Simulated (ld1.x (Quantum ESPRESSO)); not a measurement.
# gold (Au), TM: configuration errors across variants

- Element: gold
- Generator: ld1.x (Quantum ESPRESSO) 7.5
- Type: norm-conserving Troullier–Martins (Kleinman–Bylander form)
- Functional: PBE
- Relativity: fully relativistic
- Frozen core: [Kr] 4d10 4f14
- Valence charge: 19
- Reference configuration: 5s2 5p6 5d9 6s2 6p0
- Partial waves: 5s (bound): rc 1.70 bohr; 5p (bound): rc 1.85 bohr; 5d (bound): rc 1.20 bohr
- Local potential: the d channel
- Core correction: none

Open shells are filled in proportion to 2j + 1 (rel_dist='average').

Occupied shells without a wave of their own: 6s. They enter only through the test configuration that unscreens the potential.

All-electron excitation energies from the reference (eV): (1) 5s2 5p6 5d10 6s1 6p0 -1.712; (2) 5s2 5p6 5d10 6s0 6p0 7.715; (3) 5s2 5p6 5d9 6s0 6p0 28.943; (4) 5s2 5p6 5d10 6s0 6p1 3.487; (5) 5s2 5p6 5d8 6s0 6p0 62.821; (6) 5s2 5p6 5d10 6s0.5 6p0 2.071; (7) 5s2 5p6 5d9 6s1 6p0 10.442.

For the base: The 6s level has no wave, so the channel is fitted at the deeper level alone: the likely source of the large errors.

1 further variants failed, have other tests or too few solved ones, and are left out.

A true bound ghost makes a file unfit for plane-wave use even where its test errors are small: the radial tests pick states by their node count and pass the ghost by.

The file “base” misses its own reference levels by 1.0 eV. The file “all radii scaled by about 0.87 (s 1.48, p 1.62, d 1.04 bohr)” misses its own reference levels by 1.0 eV. The file “all radii scaled by about 0.92 (s 1.56, p 1.70, d 1.10 bohr)” misses its own reference levels by 1.0 eV. The file “all radii scaled by about 1.12 (s 1.90, p 2.06, d 1.34 bohr)” misses its own reference levels by 1.0 eV. The file “all radii scaled by about 1.21 (s 2.06, p 2.24, d 1.46 bohr)” misses its own reference levels by 1.7 eV. The file “all radii scaled by about 1.39 (s 2.36, p 2.58, d 1.66 bohr)” misses its own reference levels by 2.5 eV.

Errors AE − PS in meV (a dash: test not solved or not reliable):

```csv
change,(1),(2),(3),(4),(5),(6),(7),bound ghosts
base,+64,+180,+236,+244,+290,+119,+110,none
"all radii scaled by about 0.87 (s 1.48, p 1.62, d 1.04 bohr)",+71,+233,+371,–,+528,+145,+156,p1/2
"all radii scaled by about 0.92 (s 1.56, p 1.70, d 1.10 bohr)",+124,+347,+503,+441,+678,+226,+214,none
"all radii scaled by about 1.12 (s 1.90, p 2.06, d 1.34 bohr)",-563,-1405,-1994,-1145,-2698,-938,-801,none
"all radii scaled by about 1.21 (s 2.06, p 2.24, d 1.46 bohr)",-1525,-3767,-5156,-3275,-6801,-2533,-2111,none
"all radii scaled by about 1.39 (s 2.36, p 2.58, d 1.66 bohr)",-2211,-5553,-7594,-4949,-10007,-3721,-3138,none
```

(1) Give the same row for: all radii scaled by about 1.31 (s 2.22, p 2.42, d 1.56 bohr).

## Answers

(1) -2035, -5069, -6913, -4472, -9092, -3404, -2849; bound ghosts: none.
